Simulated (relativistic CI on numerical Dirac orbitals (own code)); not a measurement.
## Hyperfine structure of Tc⁴⁺, mass number 99

Method of calculation: Dirac-Coulomb-Breit CI, KLI orbitals optimised for each configuration, model QED (radiative potential, 1s self-energy scaled to tabulated hydrogen-like ionisation energies), valence Slater integrals scaled by 0.85, P86 correlation energy added to each configuration (own radial code, finite nucleus).

Configuration list (outside the closed core [Ar] 3d10 4s2): 4p⁶4d³, 4p⁶4d²5s, 4p⁶4d²4f, 4p⁶4d²5p, 4p⁵4d⁴, 4p⁶4d²5d, 4p⁶4d²6s, 4p⁶4d5s5p, 4p⁶4d²6p, 4p⁶4d²6d, 4p⁶4d²5f, 4p⁶4d²5g, 4p⁶4d5s², 4p⁶4f5s², 4p⁶5s²5p, 4p⁶5s²5d, 4p⁶5s²6s, 4p⁶4d4f², 4p⁶4f²5s, 4p⁶4f³, 4p⁶4f²5p, 4p⁶4f²5d, 4p⁶4f²6s, 4p⁶4d5p², 4p⁶5s5p², 4p⁶4f5p², 4p⁶5p³, 4p⁶5p²5d, 4p⁶5p²6s. Double excitations out of closed p, d and f shells are left out; levels of such configurations are missing from the list, as are those of other unlisted configurations, and high levels can miss mixing partners. These lack a partner that the ground configuration has and come out too high: 4p⁶4d²6p, 4p⁶4d²6d, 4p⁶4d²5f, 4p⁶4d²5g.

Nuclear spin I = 9/2, μ = 5.678 μN, Q = -0.129 b (tables of Stone and Pyykkö). The electronic factors are computed for point nuclear moments, without core polarisation; leaving it out makes A of s and p electrons in near-neutral atoms 20 to 40 % too small, and it can dominate for d and f shells.

```tsv
Level	E (eV)	A (MHz)	B (MHz)
4p⁶4d³ ⁴F3/2	0.0000	1166	28.1
4p⁶4d³ ⁴F5/2	0.1275	707.3	28
4p⁶4d³ ⁴F7/2	0.2858	578.1	37.8
4p⁶4d³ ⁴F9/2	0.4627	556	53.6
4p⁶4d³ ⁴P3/2	1.5366	545.6	59.5
4p⁶4d³ ⁴P1/2	1.5404	-717.3	
4p⁶4d³ ²G7/2	1.7425	854.7	-44.5
4p⁶4d³ ⁴P5/2	1.7466	223.3	-75.8
```

Levels with J = 0, under 50 % of one LS term, or S terms without an open s electron are left out. Small factors come from cancelling terms and can be off by tens of per cent or more.

At this charge configurations can still be misplaced by up to about 7 % of their energy.

(1) Give the hyperfine levels of 4p⁶4d³ ⁴F3/2 relative to its centre of gravity.

## Answers

(1) With K = F(F + 1) − I(I + 1) − J(J + 1), E = AK/2 + B[¾K(K + 1) − I(I + 1)J(J + 1)]/[2I(2I − 1)J(2J − 1)]: F = 3: -9610, F = 4: -4963, F = 5: 863.1, F = 6: 7880 MHz.

LS names give the leading component of a level, which can be under half, so a name can repeat, a term be missing and a line seem to break the LS rules.
